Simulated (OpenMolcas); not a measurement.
# Tm2+: effect of the metal basis and ligand basis

Tm2+ with 8 ligands (fluoride) in cubic eightfold coordination (Oh) at 2.47 Å. A charge of +0.75 e stands 2.4 Å behind each ligand.

```json
{
 "Program": "OpenMolcas 26.06",
 "Method": "SS-CASPT2, IPEA 0.25 Eh, imaginary shift 0.1 Eh (closed shells correlated: 5s 5p and the ligand valence shells)",
 "Spin-orbit coupling": "state interaction with AMFI integrals over the reference wave functions"
}
```

Fixed: active space 13 electrons in 7 orbitals (4f), DKH2 Hamiltonian.

States (labels of O, the rotations of Oh). Energies in cm-1 above the lowest state or level, χT in cm3 K/mol.

| Run | Metal basis | Ligand basis | Ground state | First state of that spin | First gap with spin-orbit (degeneracies) | Width of lowest J | χT at 300 K | Cost |
| --- | --- | --- | --- | --- | --- | --- | --- | --- |
| A | ANO-RCC-VDZP | ANO-RCC-VDZP | 2A2 | 2T2 450 | 290 (2, 4) | 328 | 2.427 | roughly 60 core-seconds |
| B | ANO-RCC-VTZP | ANO-RCC-VTZP | 2A2 | 2T2 440 | 290 (2, 4) | 342 | 2.424 | roughly 11 core-minutes |

Against A, the width of the lowest J multiplet changes by +4.3 % in B.

Costs are those of the CASPT2 steps.

Roots that are degenerate in the reference are averaged as groups; the widest CASPT2 spread within a group is 29 cm-1 (the 3-fold group of multiplicity 2 near 448 cm-1 above the lowest state of its run, A). Shifts and gaps below about the spread of the groups concerned are not significant. Over all roots computed the reference weight is 0.62 in A, 0.59 in B; a low but even weight reflects the number of correlated electrons. Splittings of an f shell from a small cluster at a set distance can be off by tens of per cent, mostly too small. No measured value stands beside these numbers; the geometry was imposed, not optimised, and the real ion may take another.
